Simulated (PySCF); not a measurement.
Cr: ionisation energy

Cr [Ar] 3d5 4s1 (7S) → Cr⁺ [Ar] 3d5 (6S), as a difference of total energies. Calculation: PySCF 2.14, in 6-31G* (5s4p2d1f, 34 functions); no relativity, point nucleus. Correlated levels: valence: [Ar] frozen. The calculations carry no spin-orbit coupling.

Question: Order these methods by the ionisation energy they give, lowest first.
A. BP86
B. MP2 (valence)
C. TPSS
D. SCS-MP2 (valence)

Answer: D (5.521 eV), B (5.644 eV), C (6.139 eV), A (6.351 eV).

These non-relativistic numbers lack the scalar-relativistic shift.

Errors of the correlated levels include the incompleteness of this basis and the frozen core.

For comparison: 6.767 eV (measured; NIST Atomic Spectra Database, ionization energies).
